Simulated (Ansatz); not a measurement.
Reaction (homolysis of the Ge–Si bond): `C[O][Ge]([OH])([SiH3])[Cl]` → `C[O][Ge]([OH])[Cl]`• + `[SiH3]`•

Program: Ansatz. Geometries: PBE0-D4/def2-TZVP. ΔE: electronic, gas phase. CBS: MP2 limit from def2 TZ/QZ plus the TZ coupled-cluster correction, frozen cores. This one scheme is used for every species. DFT in def2-TZVPP. Open shells (•) are unrestricted, without spin–orbit coupling. For Ge outer-core shells are correlated without core-valence functions, which leaves a few kJ/mol of doubt a bond. Scalar relativity is left out up to krypton. Each species was taken in one conformer, which may not be the lowest.

Q: What is ΔE at CCSD(T)/CBS? (Best estimate.)

A: Ansatz gave: +326.6 kJ/mol.

Q: What do these levels give: PBE-D4, r2SCAN-D4, PBE0-D4, ωB97M-V, HF/def2-TZVPP, MP2/def2-TZVPP, SCS-MP2/def2-TZVPP, CCSD(T)/def2-TZVPP, HF/def2-QZVPP, MP2/def2-QZVPP, HF/CBS(def2), CCSD/CBS(def2)? (Estimate.)

A: Ansatz gave: PBE-D4 290.0, r2SCAN-D4 287.4, PBE0-D4 302.2, ωB97M-V 311.9, HF/def2-TZVPP 233.0, MP2/def2-TZVPP 319.0, SCS-MP2/def2-TZVPP 319.3, CCSD(T)/def2-TZVPP 313.8, HF/def2-QZVPP 231.8, MP2/def2-QZVPP 325.9, HF/CBS(def2) 231.6, CCSD/CBS(def2) 321.7 kJ/mol.

Largest T1 diagnostic among the species: 0.015.

The D4 term adds +16.1 kJ/mol with B3LYP and +9.2 kJ/mol with PBE0; it sums over pairs of atoms, weighted by their polarisabilities, and B3LYP, whose exchange is more repulsive, gets the larger term. From PBE to PBE0 (25 % exact exchange), in def2-TZVPP and without D4, ΔE moves by +13.1 kJ/mol.

B3LYP here is the variant with VWN-RPA as its local correlation; programs differ in this.
